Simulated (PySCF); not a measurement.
C₂H₁₀BNSi, SMILES CB(C)[SiH2]N, GFN2-xTB optimised geometry.

```
15

Si    -0.08     0.34     0.00
N     -0.44     2.04     0.00
B     -0.95    -0.51    -1.54
C     -0.59    -2.00    -1.91
C     -2.01     0.25    -2.42
H      1.39     0.34     0.00
H     -0.43    -0.30     1.30
H     -0.02     2.62     0.71
H     -1.39     2.33    -0.13
H     -1.35    -2.51    -2.51
H     -0.35    -2.62    -1.06
H      0.31    -1.97    -2.53
H     -2.18    -0.19    -3.40
H     -1.77     1.30    -2.57
H     -2.97     0.23    -1.90
```

Density from PBE0/def2-TZVP (PySCF) at that geometry.

Minimum of the electron density along straight lines between bonded atoms, close to the bond critical point (lines longer than 1.1 times the sum of covalent radii, or with two minima, are not listed):

| bond | length / Å | ρ at the minimum / e bohr⁻³ | ∇²ρ there / e bohr⁻⁵ | position (fraction from the first atom) |
|---|---|---|---|---|
| Si1–N2 | 1.736 | 0.128 | ? | 0.40 |
| Si1–B3 | 1.964 | 0.122 | ? | 0.39 |
| B3–C4 | 1.575 | 0.184 | -0.27 | 0.33 |
| B3–C5 | 1.576 | 0.184 | -0.27 | 0.33 |
| Si1–H6 | 1.475 | 0.121 | 0.18 | 0.49 |
| Si1–H7 | 1.489 | 0.118 | 0.17 | 0.49 |
| N2–H8 | 1.007 | 0.338 | -1.65 | 0.74 |
| N2–H9 | 1.007 | 0.338 | -1.63 | 0.73 |
| C4–H10 | 1.089 | 0.274 | -0.92 | 0.64 |
| C4–H11 | 1.089 | 0.274 | -0.92 | 0.64 |
| C4–H12 | 1.093 | 0.266 | -0.87 | 0.64 |
| C5–H13 | 1.089 | 0.274 | -0.92 | 0.64 |
| C5–H14 | 1.089 | 0.274 | -0.92 | 0.64 |
| C5–H15 | 1.093 | 0.266 | -0.86 | 0.64 |

### Question
Fill in the missing entries.

### Answer

- Si1–N2, ∇²ρ there / e bohr⁻⁵: 0.54
- Si1–B3, ∇²ρ there / e bohr⁻⁵: -0.02
